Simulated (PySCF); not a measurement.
PySCF 2.14 output of an unrestricted r2SCAN calculation on a single atom or ion in aug-cc-pVQZ-DK3 (9s8p6d3f2g, 102 functions), with the spin-free X2C one-electron Hamiltonian (Gaussian nucleus):

```
SCF conv_tol = 1e-09
number electrons alpha = 26  beta = 23
    J. W. Furness, A. D. Kaplan, J. Ning, J. P. Perdew, and J. Sun.,  J. Phys. Chem. Lett. 11, 8208-8215 (2020)
    J. W. Furness, A. D. Kaplan, J. Ning, J. P. Perdew, and J. Sun.,  J. Phys. Chem. Lett. 11, 9248-9248 (2020)
    J. W. Furness, A. D. Kaplan, J. Ning, J. P. Perdew, and J. Sun.,  J. Phys. Chem. Lett. 11, 8208-8215 (2020)
    J. W. Furness, A. D. Kaplan, J. Ning, J. P. Perdew, and J. Sun.,  J. Phys. Chem. Lett. 11, 9248-9248 (2020)
cycle= 1 E= -5880.57738921446  delta_E= -0.00841  |g|= 0.0344  |ddm|= 4.53
cycle= 2 E= -5880.57740839863  delta_E= -1.92e-05  |g|= 0.0284  |ddm|= 1.75
cycle= 3 E= -5880.57757286948  delta_E= -0.000164  |g|= 0.0043  |ddm|= 0.594
cycle= 4 E= -5880.57757773457  delta_E= -4.87e-06  |g|= 0.000208  |ddm|= 0.12
cycle= 5 E= -5880.57757776522  delta_E= -3.06e-08  |g|= 2.62e-05  |ddm|= 0.0025
cycle= 6 E= -5880.57757776562  delta_E= -3.99e-10  |g|= 2.35e-06  |ddm|= 0.000215
converged SCF energy = -5880.57757776562  <S^2> = 3.7536436  2S+1 = 4.0018214
```

The run itself started from symmetry-adapted Hartree-Fock orbitals and held the occupation by maximum overlap, on a logarithmic radial grid, so the iterations belong to that start.

**Question.** Which element, charge and spin multiplicity is this?

**Answer.** In (indium, neutral), multiplicity 4; the state was [Kr] 4d10 5s1 5p2, high-spin 4P determinant (an excited configuration).
